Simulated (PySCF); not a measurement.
Computed properties of B(OH)2(SMe) (CH5BO2S), SMILES CSB(O)O

B(OH)2(SMe) (CH₅BO₂S), SMILES OB(SC)O. The structure is a stationary point at B3LYP-D3(BJ)/def2-SVP. Other conformers were not sampled. All values are computed for the isolated molecule unless a solvent is named; none is compared with measurement here.

**Structure.** The optimised structure has Cs symmetry. All 24 harmonic modes at B3LYP-D3(BJ)/def2-SVP (PySCF) are real, so it is a minimum. With heavy atoms numbered as in [B:1]([OH:2])([OH:4])[S:6][CH3:7], the shortest bond between them is B1–O2 at 1.366 Å and the longest S6–C7 at 1.831 Å.

**Vibrations.** The strongest infrared lines (harmonic, unscaled, degenerate partners summed) lie at 1425 cm⁻¹ (320 km/mol, B 66 %, O 25 %, H 8 %), 922 cm⁻¹ (213 km/mol, H 91 %, O 9 %), 1287 cm⁻¹ (211 km/mol, B 54 %, H 33 %, O 11 %). The softest mode is at 88 cm⁻¹ and the zero-point energy is 45.4 kcal/mol.

**Electronic structure.** ωB97X/def2-TZVP (PySCF) places the frontier levels at -9.11 and 2.19 eV, a gap of 11.30 eV, and gives a dipole moment of 3.46 D and a mean polarisability of 52.1 bohr³. PBE/def2-TZVP (PySCF) at the same geometry gives -5.54 and -0.73 eV, so its gap is 6.49 eV narrower. An orbital gap is neither the optical nor the fundamental gap.

**Excitations.** TDDFT-CAM-B3LYP/def2-SVPD (PySCF) has S1 at 5.75 eV (216 nm, f = 0.004, weak); the most intense of the 10 singlets computed lies at 7.05 eV (f = 0.13). T1 (TDA) is at 5.59 eV. TDDFT-PBE/def2-SVPD (PySCF) puts S1 at 4.47 eV. No vertical singlet excitation falls in the visible range (under 3.1 eV).

**NMR.** GIAO shifts at HF/pcSseg-1 (PySCF) (non-relativistic, atoms alike by connectivity averaged): ¹³C at 14.9 ppm against TMS; ¹H from 2.2 to 3.5 ppm against TMS; ¹¹B at 21.4 ppm against BF3.
